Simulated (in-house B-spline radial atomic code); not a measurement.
Settings and results of a run for Ar VI (Ar5+) (an excited or competing configuration). Level of theory: scalar-relativistic (X2C) LDA exchange-only, spin-polarised, spherical fractional occupations, Fermi nucleus of rms radius 3.4274 fm; calculated with a B-spline radial code for spherical atoms.

Command:
```bash
python run_scf.py task.json out
```
Settings (nuclear radius in fm, mass in u):
```
Z                18
configuration    [Ne] 3s1 3p1 3d1
hamiltonian      x2c
method           lda,
spin_polarised   True
nucleus          fermi
rms_radius       3.4274
atomic_mass      39.96238
speed_of_light   137.035999084
```

Output (hartree, bohr):
```
 radial grid: 67 intervals, B-splines of order 8, outer radius 12.1053 bohr

 iter        energy (Eh)    residual
    1        -514.009366    5.79e-01
    2        -516.878772    2.28e-01
    3        -517.256673    7.35e-02
    4        -517.297913    2.30e-02
    5        -517.302026    8.86e-03
    6        -517.302664    8.02e-05
    7        -517.302664    4.19e-06
    8        -517.302664    1.07e-07

 total energy                      -517.30266
 kinetic                             520.9471
 electron-nucleus                  -1195.3493
 Hartree                             182.8963
 exchange-correlation                -25.7968

 orbital      occ     eigenvalue          <r>       <r^2>       <1/r>     <1/r^3>       r_max
 1s up      1.000      -117.7248    0.0857124  0.00989576     17.7715           -     0.05597
 1s down    1.000      -117.6967    0.0857095   0.0098949     17.7717           -     0.05597
 2s up      1.000       -14.1533     0.413762    0.203171     3.57257           -      0.3386
 2s down    1.000       -14.0994     0.412219    0.201335      3.5824           -      0.3385
 2p up      3.000       -11.7504     0.374726     0.17441     3.47015     128.846      0.2792
 2p down    3.000       -11.6973     0.372911    0.172291     3.48006     129.499      0.2791
 3s up      1.000        -3.6899      1.21468     1.68047     1.15892           -       1.093
 3p up      1.000        -3.0867      1.27289     1.86698     1.07393     17.9261       1.132
 3d up      1.000        -2.2118      1.35331     2.14335    0.890808     1.49605       1.127
```

Time taken, with all properties: 0.06 s on 1 thread of AMD EPYC 9R45 96-Core Processor (shared host).
